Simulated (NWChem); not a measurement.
A series in which one site is exchanged, each optimised at PBE0/def2-SVP with NWChem, gas phase unless a solvent is named. This build's default masses of Se (78.918 u) and Br (79.917 u) are each other's, which moves their modes by up to 0.6 %. Some are not confirmed as minima by frequencies. def2 effective core potentials on I; no spin-orbit coupling.

A: [CH3][Zn][I] (CH₃IZn; site = I)
B: [Cl][Zn][CH3] (CH₃ClZn; site = Cl)
C: [CH3][Zn][Br] (CH$_{3}$BrZn; site = Br)
D: [CH3][Zn][F] (CH₃FZn; site = F)

| quantity | A | B | C | D |
|---|---|---|---|---|
| orbital gap (eV), PBE0/def2-SVP | 6.80 | ? | 7.50 | 8.29 |
| static polarisability, PBE0/def2-SVPD (bohr³) | 75.6 | ? | 60.1 | 35.7 |
| lowest singlet excitation, PBE0/def2-SVPD, TDA (eV) | 5.51 | ? | 6.23 | 7.34 |

Problem. Some entries are withheld; supply them.

Solution. 
- orbital gap (eV), PBE0/def2-SVP, B: 7.95
- static polarisability, PBE0/def2-SVPD (bohr³), B: 51.1
- lowest singlet excitation, PBE0/def2-SVPD, TDA (eV), B: 6.76
